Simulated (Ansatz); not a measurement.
Start from `[SiH3][O][Sc]([Cl])[Cl]` and change one atom or group to get `[CH3][Sc]([Cl])[O][SiH3]`.

Ansatz, PBE0-D4/def2-TZVP geometries, multiplicity 1. Each molecule was computed in one conformer, which needn't be the lowest.

Scalar relativity is left out up to krypton.

| property | `[SiH3][O][Sc]([Cl])[Cl]` |
| --- | --- |
| HOMO–LUMO gap (ωB97M-V/def2-TZVPP) / eV | 10.10 |
| HOMO energy (PBE/def2-TZVPP) / eV | -7.54 |
| size of the dipole moment (PBE/def2-TZVPP) / D | 1.79 |
| size of the dipole moment (ωB97M-V/def2-TZVPP) / D | 1.74 |
| HOMO energy (PBE0/def2-TZVPP) / eV | -8.94 |
| LUMO energy (B3LYP/def2-TZVPP) / eV | -3.18 |

Give the same properties after the change, and the shifts. (Estimate.)

The calculation gave: 
| property | `[CH3][Sc]([Cl])[O][SiH3]` | shift |
| --- | --- | --- |
| HOMO–LUMO gap (ωB97M-V/def2-TZVPP) / eV | 9.03 | -1.07 |
| HOMO energy (PBE/def2-TZVPP) / eV | -6.10 | 1.44 |
| size of the dipole moment (PBE/def2-TZVPP) / D | 1.59 | -0.20 |
| size of the dipole moment (ωB97M-V/def2-TZVPP) / D | 1.55 | -0.19 |
| HOMO energy (PBE0/def2-TZVPP) / eV | -7.44 | 1.50 |
| LUMO energy (B3LYP/def2-TZVPP) / eV | -2.74 | 0.44 |

With PBE0 the HOMO rises by 1.50 eV and the LUMO rises by 0.45 eV, so the gap narrows by about 1.05 eV. PBE moves the HOMO by 1.44 eV and ωB97M-V by 1.43 eV. Dipoles are sizes alone; their direction can turn.

B3LYP here is the variant with VWN-RPA as its local correlation; programs differ in this.
